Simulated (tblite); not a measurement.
C4H4N, doublet, geometry from GFN2-xTB; GFN1-xTB in tblite.

Input for tblite:
```
$ tblite run mol.xyz --method gfn1 --charge 0 --spin 1 --etemp 2000 --json tblite.json --no-restart

# file mol.xyz
9

H     -0.02216819     0.02578181     2.07218703
N     -0.01100368     0.03722541     1.06501021
C      0.01577759     1.15962534     0.28207507
C     -0.02026850    -1.06664492     0.26860244
C      0.02280243     0.72853871    -1.00533804
C      0.00054728    -0.66735377    -1.04553609
H      0.02721740     2.14433730     0.70122733
H     -0.04086179    -2.05616890     0.68202308
H     -0.00031443    -1.29952021    -1.90932923
```

Task: Write the output that tblite gives for this input, abridged.

Result: 
```
xTB calculator
 | screened Coulomb repulsion
 | Coulomb electrostatics
 |  * isotropic Klopman-Ohno-Mataga-Nishimoto electrostatics
 |  * onsite third-order electrostatics
 | DFT-D3(BJ) dispersion correction

halogen bonding energy    0.0000000000000E+00 Eh
repulsion energy          2.2188088114176E-01 Eh
dispersion energy        -2.7994519394806E-03 Eh
number of electrons       2.5000000000000E+01 e
integral cutoff           1.9731147476801E+01 bohr

------------------------------------------------------------
  cycle        total energy    energy error   density error
------------------------------------------------------------
      1     -13.65408153977  -1.3873163E+01   6.8020723E-01
      2     -13.67384647690  -1.9764937E-02   4.1058643E-01
      3     -13.66470331829   9.1431586E-03   9.6906334E-02
      4     -13.67675338276  -1.2050064E-02   1.6363710E-02
      5     -13.67713896749  -3.8558473E-04   3.2288032E-03
      6     -13.67714368117  -4.7136827E-06   6.4115840E-04
      7     -13.67714403316  -3.5198558E-07   2.0579062E-04
      8     -13.67714405584  -2.2680801E-08   9.3869484E-05
      9     -13.67714406280  -6.9592563E-09   4.5414773E-05
     10     -13.67714406320  -3.9935344E-10   2.6439659E-05
     11     -13.67714406415  -9.5470476E-10   3.8627518E-06
------------------------------------------------------------

electronic energy        -1.3896225493354E+01 Eh
total energy             -1.3677144064151E+01 Eh

Post processing:
 | Mayer-Wiberg bond orders

[Info] JSON dump of results written to 'tblite.json'
```
